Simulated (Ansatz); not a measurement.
Spin states of H2O2Ru (SMILES [OH][Ru][OH]), each relaxed at B3LYP-D3(BJ)/def2-TZVP; lowest solutions found, singlets restricted, no spin–orbit coupling, no relativity up to Kr.
Multiplicity 5 (charge 0, multiplicity 5):
```json
[
 {"atom": "Ru", "x (Å)": "-0.1084", "y (Å)": "-0.1435", "z (Å)": "-0.1450"},
 {"atom": "O", "x (Å)": "1.3627", "y (Å)": "-0.0511", "z (Å)": "-1.3600"},
 {"atom": "H", "x (Å)": "1.8602", "y (Å)": "0.7350", "z (Å)": "-1.6023"},
 {"atom": "O", "x (Å)": "-1.5981", "y (Å)": "-0.2649", "z (Å)": "1.0446"},
 {"atom": "H", "x (Å)": "-1.5702", "y (Å)": "-0.2458", "z (Å)": "2.0053"}
]
```
Multiplicity 3 (charge 0, multiplicity 3):
```xyz
5

Ru    -0.3063    -0.5244    -0.4321
O      1.3752    -0.0698    -1.0801
H      1.6009     0.8300    -1.3445
O     -1.4831    -0.0732     0.9339
H     -1.2404    -0.1329     1.8655
```

Codes used: Ansatz (a quantum-chemistry and plane-wave program). Each number belongs to the level named beside it. In def2 rows elements past Kr take small-core potentials, without spin–orbit coupling.

The energy of multiplicity 3 less that of multiplicity 5 (kcal/mol) and the share of exact exchange:

```json
[
 {"functional": "PBE/def2-TZVPP", "exact exchange (%)": "0", "value": "6.91"},
 {"functional": "PBE0/def2-TZVPP", "exact exchange (%)": "25", "value": "14.50"},
 {"functional": "BLYP/def2-TZVPP", "exact exchange (%)": "0", "value": "5.30"},
 {"functional": "B3LYP/def2-TZVPP", "exact exchange (%)": "20", "value": "11.01"},
 {"functional": "BHLYP/def2-TZVPP", "exact exchange (%)": "50", "value": "19.87"},
 {"functional": "r2SCAN/def2-TZVPP", "exact exchange (%)": "0", "value": "13.98"},
 {"functional": "r2SCANh/def2-TZVPP", "exact exchange (%)": "10", "value": "16.40"}
]
```

Question: Take the value as linear in the share of exact exchange along PBE and PBE0. Give the slope, say whether the sign turns, and set the other functionals against that line.

Answer: 
Slope: (14.50 − (6.91))/2.5 = 3.04 kcal/mol for each 10 %. The line keeps its sign from 0 to 100 %. At 50 % it gives 22.1 kcal/mol. The LYP pair gives (19.87 − (5.30))/5 = 2.91 for each 10 %. BHLYP, at 50 %, lies -2.2 from the PBE line. B3LYP, at 20 %, lies -2.0 from the PBE line. r2SCAN, with none, stands 7.1 from PBE. The r2SCAN pair gives 2.42 for 10 %.

Doubts at one or more of the structures used: a spin-contaminated determinant (r2SCANh/def2-TZVPP).
